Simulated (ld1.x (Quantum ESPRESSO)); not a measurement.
**u(r) = r·R(r): atom against pseudo-atom (Co)**

Columns: radius, all-electron u(r) and pseudo u(r) of the 3d shell (level -8.23 eV) of cobalt in the configuration [Ar] 3d7 4s2 4p0; PBEsol, scalar-relativistic, TM semilocal scheme, ld1.x (Quantum ESPRESSO) 7.5.

| r (bohr) | all-electron | pseudo |
| --- | --- | --- |
| 0.132 | 0.1476 | 0.0381 |
| 0.265 | 0.4909 | 0.2537 |
| 0.398 | 0.7666 | 0.6179 |
| 0.530 | 0.9113 | 0.9260 |
| 0.663 | 0.9519 | 1.0427 |
| 0.795 | 0.9282 | 0.9997 |
| 0.928 | 0.8712 | 0.8994 |
| 1.060 | 0.8008 | 0.8056 |
| 1.193 | 0.7265 | 0.7266 |
| 1.325 | 0.6548 | 0.6548 |
| 1.458 | 0.5873 | 0.5873 |
| 1.590 | 0.5261 | 0.5261 |
| 1.723 | 0.4705 | 0.4705 |
| 1.855 | 0.4210 | 0.4210 |
| 1.988 | 0.3765 | 0.3765 |
| 2.120 | 0.3371 | 0.3371 |
| 2.252 | 0.3020 | 0.3020 |
| 2.385 | 0.2705 | 0.2705 |
| 2.518 | 0.2423 | 0.2423 |
| 2.650 | 0.2174 | 0.2174 |
| 2.782 | 0.1950 | 0.1950 |
| 2.915 | 0.1749 | 0.1749 |
| 3.048 | 0.1569 | 0.1569 |
| 3.180 | 0.1408 | 0.1408 |
| 3.312 | 0.1264 | 0.1264 |
| 3.445 | 0.1134 | 0.1134 |

(1) How many radial nodes do the two functions have?

(2) At about which radius was the pseudo-wave matched?

(3) Is the pseudo-wave norm-conserving?

Answers

(1) The all-electron 3d function has n − l − 1 = 0; the pseudo-wave has 0.

(2) 1.30 bohr, where the columns begin to agree (steps of 0.13 bohr).

(3) Yes: the TM semilocal scheme keeps the norm inside the radius equal to the all-electron one, which fixes the energy derivative of the logarithmic derivative at the level.
